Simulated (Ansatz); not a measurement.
Gas-phase electronic energies from Ansatz, PBE0-D4/def2-TZVP geometries. CBS: MP2 limit from def2 TZ/QZ plus the TZ coupled-cluster correction, frozen cores. DFT in def2-TZVPP. B3LYP here is the variant with VWN-RPA as its local correlation; programs differ in this. For Se outer-core shells are correlated without core-valence functions, which leaves a few kJ/mol of doubt a bond. Scalar relativity is left out up to krypton. One conformer a species, not always the lowest.

Reaction (cleavage of the B–Si bond): `NB[SiH2][SeH]` + `OC[SiH2]F` → `NBOC[SiH2]F` + `[SiH3][SeH]`

```
             level  ΔE (kcal/mol)  difference from CCSD(T)/CBS
            PBE-D4          -26.8                          4.0
         r2SCAN-D4          -30.3                          0.5
           PBE0-D4          -28.4                          2.4
          B3LYP-D4          -31.0                         -0.2
           ωB97X-V          -30.8                          0.0
           ωB97M-V          -31.5                         -0.7
            B2PLYP          -31.9                         -1.1
               PBE          -27.0                          3.8
            r2SCAN          -30.3                          0.5
              PBE0          -28.6                          2.2
             B3LYP          -31.3                         -0.5
     HF/def2-TZVPP          -35.9                         -5.1
    MP2/def2-TZVPP          -32.1                         -1.3
SCS-MP2/def2-TZVPP          -32.5                         -1.7
   CCSD/def2-TZVPP          -31.7                         -0.9
CCSD(T)/def2-TZVPP          -31.1                         -0.3
     HF/def2-QZVPP          -36.2                         -5.4
    MP2/def2-QZVPP          -32.0                         -1.2
SCS-MP2/def2-QZVPP          -32.4                         -1.6
      HF/CBS(def2)          -36.3                         -5.5
     MP2/CBS(def2)          -31.8                         -1.0
    CCSD/CBS(def2)          -31.4                         -0.6
       CCSD(T)/CBS          -30.8                            0
```

Largest T1 diagnostic among the species: 0.012.

In def2-TZVPP, CCSD(T) changes the Hartree–Fock value by +4.9 kcal/mol (the triples alone add +0.6 kcal/mol) and MP2 by +3.8 kcal/mol. From PBE to PBE0 (25 % exact exchange), in def2-TZVPP and without D4, ΔE moves by −1.6 kcal/mol.
